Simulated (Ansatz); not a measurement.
CoS2. Charge 0, multiplicity 2. Geometry PBE0-D4/def2-TZVPD, that of the charge -1 singlet; atoms count from 1.

```xyz
3

Co   -0.985   -0.451   -0.633
S     1.136   -0.146   -0.420
S    -0.151    0.597    1.053
```

The charge 0 doublet is spin-contaminated (final ⟨S²⟩ up to 1.78, 0.75 for a pure state). The structure comes from a short search, and lower isomers may exist.

(1) Estimate the Mulliken populations from the PBE0/def2-TZVPD orbitals of Ansatz.

(2) Where does the spin sit?

(3) And the Mayer bond orders between heavy atoms (over 0.3)?

Results:

(1) 
| atom | charge (e) | spin (α − β) | d electrons |
| --- | --- | --- | --- |
| Co1 | 0.32 | 1.83 | 7.94 |
| S2 | -0.16 | -0.41 | – |
| S3 | -0.16 | -0.41 | – |
Mulliken values depend strongly on the basis. With diffuse functions, as here, like atoms can get unlike values, and bond orders can come out too low or too high.

(2) Summed by element: Co 1.83, S -0.83, of 1 unpaired in all. Largest on single atoms: Co1 1.83, S3 -0.41, S2 -0.41.

(3) Co1–S2 0.89 (2.15 Å); Co1–S3 0.89 (2.15 Å); S2–S3 1.21 (2.09 Å).
